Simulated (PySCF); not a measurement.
# UHF on Zr²⁺ (zirconium, charge +2)

Configuration: [Kr] 4d1 5p1, one real determinant (an excited configuration). Calculation: PySCF 2.14, in x2c-QZVPPall; scalar relativity by spin-free X2C-1e.

| Quantity | Value |
| --- | --- |
| Total energy | -3595.335962 hartree |
| One-electron energy | -4937.2145 hartree |
| Hartree (Coulomb) energy | 1454.4339 hartree |
| Exchange energy | -112.5553 hartree |
| ⟨S²⟩ | 2.0026 |
| ⟨L²⟩ | 8.033 |
| Sum of ⟨r⟩ | 25.66 bohr |
| Sum of ⟨r²⟩ | 41.05 bohr² |
| Traceless quadrupole moment −½Σ⟨3z² − r²⟩ along its main axis | -5.63 e·bohr² |
| Langevin diamagnetic susceptibility | -32.5 ×10⁻⁶ cm³/mol |

```json
{"shell": "1s α", "electrons": "1", "mean orbital energy (hartree)": "-665.80482", "spread (hartree)": "0", "rms radius, mean of both spins (bohr)": "0.0426"}
{"shell": "1s β", "electrons": "1", "mean orbital energy (hartree)": "-665.80421", "spread (hartree)": "0", "rms radius, mean of both spins (bohr)": "0.0426"}
{"shell": "2s α", "electrons": "1", "mean orbital energy (hartree)": "-95.52905", "spread (hartree)": "0", "rms radius, mean of both spins (bohr)": "0.176"}
{"shell": "2s β", "electrons": "1", "mean orbital energy (hartree)": "-95.52200", "spread (hartree)": "0", "rms radius, mean of both spins (bohr)": "0.176"}
{"shell": "2p α", "electrons": "3", "mean orbital energy (hartree)": "-85.06268", "spread (hartree)": "0.00064", "rms radius, mean of both spins (bohr)": "0.157"}
{"shell": "2p β", "electrons": "3", "mean orbital energy (hartree)": "-85.05522", "spread (hartree)": "0.00522", "rms radius, mean of both spins (bohr)": "0.157"}
{"shell": "3s α", "electrons": "1", "mean orbital energy (hartree)": "-17.41309", "spread (hartree)": "0", "rms radius, mean of both spins (bohr)": "0.487"}
{"shell": "3s β", "electrons": "1", "mean orbital energy (hartree)": "-17.40819", "spread (hartree)": "0", "rms radius, mean of both spins (bohr)": "0.487"}
{"shell": "3p α", "electrons": "3", "mean orbital energy (hartree)": "-13.90056", "spread (hartree)": "0.01013", "rms radius, mean of both spins (bohr)": "0.496"}
{"shell": "3p β", "electrons": "3", "mean orbital energy (hartree)": "-13.89427", "spread (hartree)": "0.01038", "rms radius, mean of both spins (bohr)": "0.496"}
{"shell": "3d α", "electrons": "5", "mean orbital energy (hartree)": "-8.12094", "spread (hartree)": "0.03121", "rms radius, mean of both spins (bohr)": "0.495"}
{"shell": "3d β", "electrons": "5", "mean orbital energy (hartree)": "-8.10967", "spread (hartree)": "0.01315", "rms radius, mean of both spins (bohr)": "0.495"}
{"shell": "4s α", "electrons": "1", "mean orbital energy (hartree)": "-3.23149", "spread (hartree)": "0", "rms radius, mean of both spins (bohr)": "1.29"}
{"shell": "4s β", "electrons": "1", "mean orbital energy (hartree)": "-3.18213", "spread (hartree)": "0", "rms radius, mean of both spins (bohr)": "1.29"}
{"shell": "4p α", "electrons": "3", "mean orbital energy (hartree)": "-2.21989", "spread (hartree)": "0.03369", "rms radius, mean of both spins (bohr)": "1.44"}
{"shell": "4p β", "electrons": "3", "mean orbital energy (hartree)": "-2.15308", "spread (hartree)": "0.03310", "rms radius, mean of both spins (bohr)": "1.44"}
{"shell": "4d α", "electrons": "1", "mean orbital energy (hartree)": "-0.97701", "spread (hartree)": "0", "rms radius, mean of both spins (bohr)": "2.03"}
{"shell": "5p α", "electrons": "1", "mean orbital energy (hartree)": "-0.57519", "spread (hartree)": "0", "rms radius, mean of both spins (bohr)": "4.07"}
```

⟨L²⟩ = 8.03 against 12 for a pure F term, so this real determinant mixes terms.

Densities and radii are taken from the X2C orbitals without a picture-change correction, which distorts them close to the nucleus.

Spin-orbit constants ζ (cm⁻¹) from the X2C one-electron operator on these orbitals: bare nucleus, nucleus screened by l(l+1)(2l+1)/3 electrons, and screened by the Breit-Pauli mean field of the electrons.

```tsv
shell	bare	screened nucleus	mean field
2p	469500	446000	n/a
3p	75610	71830	n/a
3d	10410	7806	n/a
4p	9212	8752	n/a
4d	694.3	520.7	n/a
5p	935.8	889.0	n/a
```

To first order the Landé constant is A = 321.7 cm⁻¹, so the lowest level has J = 2 and lies 0.160 eV below the centre of the term. This holds in LS coupling only.
